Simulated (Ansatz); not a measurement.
Ansatz (a quantum-chemistry and plane-wave program) input (B3LYP-D3(BJ)/def2-TZVP):

Ansatz 0.2 input:
```yaml
crystal:
  periodic: [false, false, false]
  atoms:
    - {symbol: Re, position_ang: [-0.11264248, -0.20312113, 0.00227436]}
    - {symbol: F, position_ang: [1.66982854, 0.38486612, -0.00575698]}
    - {symbol: F, position_ang: [-0.48309367, 1.63661271, -0.02262990]}
    - {symbol: F, position_ang: [-1.01062889, -1.75079276, 0.02408676]}
basis:
  gaussian:
    orbitals: def2-TZVP
hamiltonian:
  xc: b3lyp
  dispersion: d3bj
magnetization: {spin_polarized: true, initial_magnetization: 4}
relax: {f_tol: 0.002, max_steps: 150}
```

End of the output:

```
integrals: 0.04 GiB planned
845 factors; their error is unknown
mean field: 0.58 GiB planned
mean field -10286.70708547 eV, -378.0295128104 hartree, gradient 2.3e-5 eV, S^2 6.007507; 0 other end points of the search recorded, 0 dependent functions left out
the calculation of the forces begins
reference -10286.70730195 eV, -378.0295207659 hartree; 23, 19 occupied and 110, 114 virtual orbitals, 845 factors
relax step   2: F+E_penalty+E_count = -10286.80287721 eV  Δ(F+E_penalty+E_count) = -1.688e-1 eV  max|allowed force component| = 5.992e-1 eV/Å  Δτ_max = 0.0549 Å  (38 SCF iters, accepted)
these checks for a lower state are left out or cut short: starts, cluster_reference, orbital_swaps, neighbouring_geometries, increment
integrals: 0.04 GiB planned
845 factors; their error is unknown
mean field: 0.58 GiB planned
mean field evaluation 32: about -10286.7134 eV, gradient 2.4e-5 eV
mean field -10286.71342760 eV, -378.0297458794 hartree, gradient 2.4e-5 eV, S^2 6.007529; 0 other end points of the search recorded, 0 dependent functions left out
the calculation of the forces begins
reference -10286.71364296 eV, -378.0297537938 hartree; 23, 19 occupied and 110, 114 virtual orbitals, 845 factors
relax step   3: F+E_penalty+E_count = -10286.80913477 eV  Δ(F+E_penalty+E_count) = -6.258e-3 eV  max|allowed force component| = 1.971e-1 eV/Å  Δτ_max = 0.0157 Å  (35 SCF iters, accepted)
these checks for a lower state are left out or cut short: starts, cluster_reference, orbital_swaps, neighbouring_geometries, increment
integrals: 0.04 GiB planned
845 factors; their error is unknown
mean field: 0.58 GiB planned
mean field -10286.71397665 eV, -378.0297660566 hartree, gradient 2.0e-5 eV, S^2 6.007612; 0 other end points of the search recorded, 0 dependent functions left out
the calculation of the forces begins
reference -10286.71419176 eV, -378.0297739617 hartree; 23, 19 occupied and 110, 114 virtual orbitals, 845 factors
relax step   4: F+E_penalty+E_count = -10286.80963405 eV  Δ(F+E_penalty+E_count) = -4.993e-4 eV  max|allowed force component| = 5.194e-2 eV/Å  Δτ_max = 0.0045 Å  (33 SCF iters, accepted)
these checks for a lower state are left out or cut short: starts, cluster_reference, orbital_swaps, neighbouring_geometries, increment
integrals: 0.04 GiB planned
845 factors; their error is unknown
mean field: 0.58 GiB planned
mean field -10286.71403296 eV, -378.0297681260 hartree, gradient 1.8e-5 eV, S^2 6.007584; 0 other end points of the search recorded, 0 dependent functions left out
the calculation of the forces begins
reference -10286.71424819 eV, -378.0297760358 hartree; 23, 19 occupied and 110, 114 virtual orbitals, 845 factors
relax step   5: F+E_penalty+E_count = -10286.80970870 eV  Δ(F+E_penalty+E_count) = -7.464e-5 eV  max|allowed force component| = 1.038e-3 eV/Å  Δτ_max = 0.0011 Å  (35 SCF iters, accepted)
integrals: 0.04 GiB planned
845 factors; their error is unknown
mean field: 0.58 GiB planned
mean field evaluation 64: about -10286.7140 eV, gradient 1.3e-3 eV
mean field -10286.71403296 eV, -378.0297681260 hartree, gradient 2.4e-5 eV, S^2 6.007584; 1 other end points of the search recorded, 0 dependent functions left out
the calculation of the forces begins
reference -10286.71424819 eV, -378.0297760358 hartree; 23, 19 occupied and 110, 114 virtual orbitals, 845 factors
Total energy: -10286.80992393 eV, -378.0332920543 hartree
Atom 0 at    -0.096847    -0.176994     0.002164 Å, force    -0.000536    -0.001038     0.000076 eV/Å
Atom 1 at     1.708467     0.385684    -0.005839 Å, force    -0.000177     0.000822    -0.000029 eV/Å
Atom 2 at    -0.501905     1.669941    -0.023150 Å, force     0.000751     0.000131    -0.000020 eV/Å
Atom 3 at    -1.046252    -1.811067     0.024800 Å, force    -0.000038     0.000085    -0.000027 eV/Å
Dipole moment:    -0.155640    -0.267779     0.003693 e Å
```

The spin state was set by rule; other spins were not relaxed.
